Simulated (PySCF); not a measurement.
# Relaxation of singlet SeOI₂

These are results of B3LYP/[Se def2-SVP, O def2-SVP, I def2-SVP with ECP28], scalar-relativistic core potentials, density fitting, no spin–orbit coupling, PySCF, not measurements. A (50,194) grid was used.

A hand-made T-shaped (ligand arrangement 1) start, of Cs symmetry, held to at least that symmetry:

Coordinates in bohr (charge 0 multiplicity 1):
```
Se   -1.5648    0.0000   -1.7720
O    -4.6620    0.0000   -1.6639
I    -1.5648    0.0000    2.9334
I     3.1378    0.0000   -1.6078
```

**Question.** What forces act on the atoms at the start (eV/Å)?

**Answer.** 
| atom | Fx | Fy | Fz |
| --- | --- | --- | --- |
| Se1 | -3.11 | 0.00 | -0.93 |
| O2 | -1.27 | 0.00 | -0.91 |
| I3 | 0.02 | 0.00 | 2.29 |
| I4 | 4.37 | 0.00 | -0.45 |

**Question.** What does it relax to?

**Answer.** It ends at C2v with Se–I 2.768 Å (×2), Se–O 1.618 Å; I–Se–I 155.5°, I–Se–O 102.3° (×2) (after a last refinement on a finer grid). The frequency run here used a shortcut that can spoil soft modes, so no verdict on minimum or saddle point is given. Other isomers or separated fragments may lie lower.

**Question.** How much energy is released, and in how many steps?

**Answer.** 173.3 kJ/mol in 20 steps.
